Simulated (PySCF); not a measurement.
F₆W, charge -1, doublet, at a GFN2-xTB geometry (such geometries of metal compounds can be far from the true shape) (the multiplicity is a formal guess) (core potentials on W); DF-TPSSH/def2-SVP run with PySCF.

Here is a job for PySCF.
```python
from pyscf import gto, scf, dft

mol = gto.M(
    atom='''
W    -0.00000000    0.00000000   -0.00000000
F     1.18028015   -0.48417873   -1.48163847
F    -1.18028015    0.48417873    1.48163847
F    -1.24113293    0.83242210   -1.26071620
F    -0.94301149   -1.70158375   -0.19515360
F     0.94301149    1.70158375    0.19515360
F     1.24113293   -0.83242210    1.26071620
''',
    basis='def2-svp',
    ecp={'W': 'def2-svp'},
    charge=-1,
    spin=1,
    verbose=4,
)

mf = dft.UKS(mol)
mf.xc = 'tpssh'
mf = mf.density_fit(auxbasis='def2-universal-jkfit')
mf.kernel()
mf.analyze()
```

What does PySCF print? Leave out banner, timings and long lists.


```
PySCF version 2.14.0

[INPUT] verbose = 4
[INPUT] num. atoms = 7
[INPUT] num. electrons = 69
[INPUT] charge = -1
[INPUT] spin (= nelec alpha-beta = 2S) = 1
[INPUT] symmetry False subgroup None
[INPUT] Mole.unit = angstrom
[INPUT] Symbol           X                Y                Z      unit          X                Y                Z       unit  Magmom
[...]
nuclear repulsion = 423.520650414199
number of shells = 48
number of NR pGTOs = 201
number of NR cGTOs = 116
basis = def2-svp
ecp = {'W': 'def2-svp'}

******** <class 'pyscf.df.df_jk.DFUKS'> ********
method = DFUKS
initial guess = minao
damping factor = 0
level_shift factor = 0
DIIS = <class 'pyscf.scf.diis.CDIIS'>
diis_start_cycle = 1
diis_space = 8
diis_damp = 0
SCF conv_tol = 1e-09
SCF conv_tol_grad = None
SCF max_cycles = 50
direct_scf = False
number electrons alpha = 35  beta = 34
XC library pyscf.dft.libxc version 7.1.2
    S. Lehtola, C. Steigemann, M. J. T. Oliveira, and M. A. L. Marques,  SoftwareX 7, 1–5 (2018)
XC functionals = tpssh
    V. N. Staroverov, G. E. Scuseria, J. Tao, and J. P. Perdew,  J. Chem. Phys. 119, 12129 (2003)
radial grids:
    Treutler-Ahlrichs [JCP 102, 346 (1995); DOI:10.1063/1.469408] (M4) radial grids

becke partition: Becke, JCP 88, 2547 (1988); DOI:10.1063/1.454033
pruning grids: <function nwchem_prune>
grids dens level: 3
symmetrized grids: False
atomic radii adjust function: <function treutler_atomic_radii_adjust>
small_rho_cutoff = 0
Set gradient conv threshold to 3.16228e-05
tot grids = 109880
******** <class 'pyscf.df.df.DF'> ********
auxbasis = def2-universal-jkfit
init E= -653.221173536592

cycle= 1 E= -665.480534292771  delta_E= -12.3  |g|= 1.22  |ddm|= 5.13
cycle= 2 E= -660.517400088372  delta_E= 4.96  |g|= 3.76  |ddm|= 3.16
cycle= 3 E= -665.946580435297  delta_E= -5.43  |g|= 0.434  |ddm|= 2.67
cycle= 4 E= -666.004893657914  delta_E= -0.0583  |g|= 0.225  |ddm|=  0.5
cycle= 5 E= -666.018767742007  delta_E= -0.0139  |g|= 0.0955  |ddm|= 0.202
cycle= 6 E= -666.022603646463  delta_E= -0.00384  |g|= 0.0112  |ddm|= 0.0876
cycle= 7 E= -666.022652275431  delta_E= -4.86e-05  |g|= 0.00723  |ddm|= 0.017
cycle= 8 E= -666.022685270452  delta_E= -3.3e-05  |g|= 0.00184  |ddm|= 0.015
cycle= 9 E= -666.022710936648  delta_E= -2.57e-05  |g|= 0.00184  |ddm|= 0.0241
cycle= 10 E= -666.022797548094  delta_E= -8.66e-05  |g|= 0.00192  |ddm|= 0.0898
cycle= 11 E= -666.022857788135  delta_E= -6.02e-05  |g|= 0.00155  |ddm|= 0.0754
cycle= 12 E= -666.022857098026  delta_E= 6.9e-07  |g|= 0.00198  |ddm|= 0.00376
cycle= 13 E= -666.022935728462  delta_E= -7.86e-05  |g|= 0.00397  |ddm|= 0.266
cycle= 14 E= -666.022943556699  delta_E= -7.83e-06  |g|= 0.00173  |ddm|= 0.0572
cycle= 15 E= -666.022945686871  delta_E= -2.13e-06  |g|= 0.00157  |ddm|= 0.0332
cycle= 16 E= -666.022947026965  delta_E= -1.34e-06  |g|= 0.000765  |ddm|= 0.00381
cycle= 17 E= -666.022947467105  delta_E= -4.4e-07  |g|= 7.05e-05  |ddm|= 0.00184
cycle= 18 E= -666.022947474706  delta_E= -7.6e-09  |g|= 0.000195  |ddm|= 0.00365
cycle= 19 E= -666.022947496646  delta_E= -2.19e-08  |g|= 7.57e-05  |ddm|= 0.00102
cycle= 20 E= -666.022947512617  delta_E= -1.6e-08  |g|= 3.71e-05  |ddm|= 0.00211
cycle= 21 E= -666.02294754518  delta_E= -3.26e-08  |g|= 3.62e-05  |ddm|= 0.00126
cycle= 22 E= -666.022947585911  delta_E= -4.07e-08  |g|= 3.59e-05  |ddm|= 0.00161
cycle= 23 E= -666.022947789584  delta_E= -2.04e-07  |g|= 3.43e-05  |ddm|= 0.00821
cycle= 24 E= -666.02294833045  delta_E= -5.41e-07  |g|= 5.39e-05  |ddm|= 0.0254
cycle= 25 E= -666.022948328781  delta_E= 1.67e-09  |g|= 5.05e-05  |ddm|= 0.000101
cycle= 26 E= -666.022948884602  delta_E= -5.56e-07  |g|= 0.000182  |ddm|= 0.0387
cycle= 27 E= -666.022948582307  delta_E= 3.02e-07  |g|= 6.13e-05  |ddm|= 0.0241
cycle= 28 E= -666.022949071231  delta_E= -4.89e-07  |g|= 0.000278  |ddm|= 0.0564
cycle= 29 E= -666.022949071794  delta_E= -5.63e-10  |g|= 0.000197  |ddm|= 0.00565
cycle= 30 E= -666.022949113646  delta_E= -4.19e-08  |g|= 0.000181  |ddm|= 0.0154
[...]
converged SCF energy = -666.022949136817  <S^2> = 0.75263663  2S+1 = 2.0026349
Total Energy =                        -666.022949136817374
[...]
spin_pop of  0 W 5pz       0.00302
spin_pop of  0 W 6px      -0.00096
spin_pop of  0 W 6py      -0.00151
spin_pop of  0 W 6pz      -0.00147
spin_pop of  0 W 7px      -0.00024
spin_pop of  0 W 7py      -0.00090
spin_pop of  0 W 7pz      -0.00073
spin_pop of  0 W 5dxy      0.36835
spin_pop of  0 W 5dyz      0.09697
spin_pop of  0 W 5dz^2     0.07561
spin_pop of  0 W 5dxz      0.24082
spin_pop of  0 W 5dx2-y2    0.05717
spin_pop of  0 W 6dxy      0.01644
spin_pop of  0 W 6dyz      0.00363
spin_pop of  0 W 6dz^2     0.00231
spin_pop of  0 W 6dxz      0.03286
spin_pop of  0 W 6dx2-y2    0.00807
spin_pop of  0 W 5f-3     -0.00003
spin_pop of  0 W 5f-2     -0.00003
spin_pop of  0 W 5f-1      0.00001
spin_pop of  0 W 5f+0     -0.00015
spin_pop of  0 W 5f+1      0.00007
spin_pop of  0 W 5f+2     -0.00008
spin_pop of  0 W 5f+3      0.00008
spin_pop of  1 F 1s        0.00000
spin_pop of  1 F 2s        0.00012
spin_pop of  1 F 3s        0.00008
spin_pop of  1 F 2px       0.00144
spin_pop of  1 F 2py      -0.00137
spin_pop of  1 F 2pz       0.00219
spin_pop of  1 F 3px       0.00210
spin_pop of  1 F 3py       0.00093
spin_pop of  1 F 3pz       0.00199
spin_pop of  1 F 3dxy      0.00001
spin_pop of  1 F 3dyz      0.00003
spin_pop of  1 F 3dz^2     0.00008
spin_pop of  1 F 3dxz      0.00001
spin_pop of  1 F 3dx2-y2    0.00008
spin_pop of  2 F 1s        0.00000
spin_pop of  2 F 2s        0.00012
spin_pop of  2 F 3s        0.00008
spin_pop of  2 F 2px       0.00144
spin_pop of  2 F 2py      -0.00137
spin_pop of  2 F 2pz       0.00219
spin_pop of  2 F 3px       0.00210
spin_pop of  2 F 3py       0.00093
spin_pop of  2 F 3pz       0.00199
spin_pop of  2 F 3dxy      0.00001
spin_pop of  2 F 3dyz      0.00003
spin_pop of  2 F 3dz^2     0.00008
spin_pop of  2 F 3dxz      0.00001
spin_pop of  2 F 3dx2-y2    0.00008
spin_pop of  3 F 1s        0.00000
spin_pop of  3 F 2s        0.00030
spin_pop of  3 F 3s        0.00020
spin_pop of  3 F 2px      -0.00520
spin_pop of  3 F 2py       0.01757
spin_pop of  3 F 2pz       0.00803
spin_pop of  3 F 3px       0.00025
spin_pop of  3 F 3py       0.00525
spin_pop of  3 F 3pz       0.00321
spin_pop of  3 F 3dxy      0.00009
spin_pop of  3 F 3dyz      0.00001
spin_pop of  3 F 3dz^2     0.00011
spin_pop of  3 F 3dxz      0.00004
spin_pop of  3 F 3dx2-y2    0.00002
spin_pop of  4 F 1s        0.00000
spin_pop of  4 F 2s        0.00012
spin_pop of  4 F 3s        0.00039
spin_pop of  4 F 2px       0.00165
spin_pop of  4 F 2py      -0.00165
spin_pop of  4 F 2pz       0.00223
spin_pop of  4 F 3px       0.00179
spin_pop of  4 F 3py       0.00063
spin_pop of  4 F 3pz       0.00191
spin_pop of  4 F 3dxy      0.00001
spin_pop of  4 F 3dyz      0.00006
spin_pop of  4 F 3dz^2     0.00002
spin_pop of  4 F 3dxz      0.00001
spin_pop of  4 F 3dx2-y2    0.00009
spin_pop of  5 F 1s        0.00000
spin_pop of  5 F 2s        0.00012
spin_pop of  5 F 3s        0.00039
spin_pop of  5 F 2px       0.00165
spin_pop of  5 F 2py      -0.00165
spin_pop of  5 F 2pz       0.00223
spin_pop of  5 F 3px       0.00179
spin_pop of  5 F 3py       0.00063
spin_pop of  5 F 3pz       0.00191
spin_pop of  5 F 3dxy      0.00001
spin_pop of  5 F 3dyz      0.00006
spin_pop of  5 F 3dz^2     0.00002
spin_pop of  5 F 3dxz      0.00001
spin_pop of  5 F 3dx2-y2    0.00009
spin_pop of  6 F 1s        0.00000
spin_pop of  6 F 2s        0.00030
spin_pop of  6 F 3s        0.00020
spin_pop of  6 F 2px      -0.00520
spin_pop of  6 F 2py       0.01757
spin_pop of  6 F 2pz       0.00803
spin_pop of  6 F 3px       0.00025
spin_pop of  6 F 3py       0.00525
spin_pop of  6 F 3pz       0.00321
spin_pop of  6 F 3dxy      0.00009
spin_pop of  6 F 3dyz      0.00001
spin_pop of  6 F 3dz^2     0.00011
spin_pop of  6 F 3dxz      0.00004
spin_pop of  6 F 3dx2-y2    0.00002
In total            35.00000 | 34.00000

WARN: System has nonzero charge -1; the dipole moment is origin-dependent.
Location of origin: [0. 0. 0.]

Dipole moment(X, Y, Z, Debye):  0.00000,  0.00000, -0.00000
```
